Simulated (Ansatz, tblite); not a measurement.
Cost and result up the ladder for the cluster Ag₃⁻ (the lowest singlet isomer of a short search) (3 atoms). Total charge -1; singlet. Geometry: PBE-D4/def2-TZVPD.

```csv
atom,x (Å),y (Å),z (Å)
Ag1,1.203,2.124,-1.043
Ag2,-1.210,-2.120,1.043
Ag3,0.007,-0.004,0.001
```

Ansatz on 4 threads of Arm Neoverse V2 on a shared host; xTB runs through tblite on one thread. Times are rough, summed over both states, and most runs start from the orbitals of an earlier one. ωB97X-V/def2-TZVPD serves as the yardstick here, not as an exact answer. The other state is a triplet at its own geometry, which has other bonds, so the gap mixes isomer and spin.

In the def2 sets Ag takes a core potential; there is no spin–orbit coupling. The xTB rows come from tblite. B3LYP takes the VWN-RPA correlation. HSE06 is defined as in plane-wave codes, on full-range PBE exchange. Correlated methods freeze no core orbitals; core or outer-core shells of Ag are correlated, in sets that lack core-valence functions. At PBE0-D4/def2-TZVPD a singlet of charge -1 lies 0.64 eV below the triplet, each at its own geometry. The structure comes from a short search, and lower isomers may exist.

Run but left out: HF/STO-3G, B2PLYP/def2-TZVPD (singlet: restricted singlet, unstable in another Hartree–Fock run and untested here); HF/def2-TZVPD, MP2/def2-TZVPD, CCSD/def2-TZVPD, CCSD(T)/def2-TZVPD (singlet: restricted singlet, unstable towards broken spin symmetry).

Correlated methods converge slowly with the basis.

xTB has no spin-polarisation term.

| level | functions | triplet − singlet (eV) | difference from ωB97X-V/def2-TZVPD (eV) | remarks |
| --- | --- | --- | --- | --- |
| GFN1-xTB | 27 | 0.34 | -0.34 | – |
| r2SCAN-D4/def2-TZVPD | 120 | 0.52 | -0.16 | HOMO above zero (triplet) |
| ωB97X-V/def2-TZVPD | 120 | 0.68 | 0.00 | – |
| PBE-D4/def2-TZVPD | 120 | 0.75 | 0.06 | HOMO above zero (triplet) |
| PBE0-D4/def2-TZVPD (with forces) | 120 | 0.64 | -0.05 | – |
| RPA@PBE/def2-TZVPD | 120 | 0.67 | -0.02 | – |
| r2SCANh-D4/def2-TZVPD | 120 | 0.51 | -0.18 | – |
| GFN2-xTB | 27 | 1.61 | 0.93 | – |
| B3LYP-D4/def2-TZVPD | 120 | 0.81 | 0.13 | HOMO above zero (triplet) |
| HSE06-D4/def2-TZVPD | 120 | 0.65 | -0.04 | HOMO above zero (triplet) |

(1) Estimate how long each takes.

Answers

(1) GFN1-xTB 0.006 s; GFN2-xTB 0.006 s; PBE-D4/def2-TZVPD 3.2 s; B3LYP-D4/def2-TZVPD 4 s; HSE06-D4/def2-TZVPD 5.2 s; RPA@PBE/def2-TZVPD 7.4 s; r2SCAN-D4/def2-TZVPD 8.1 s; r2SCANh-D4/def2-TZVPD 8.6 s; PBE0-D4/def2-TZVPD (with forces) 8.7 s; ωB97X-V/def2-TZVPD 13 s. On shared hardware such times vary by a factor of up to 3.
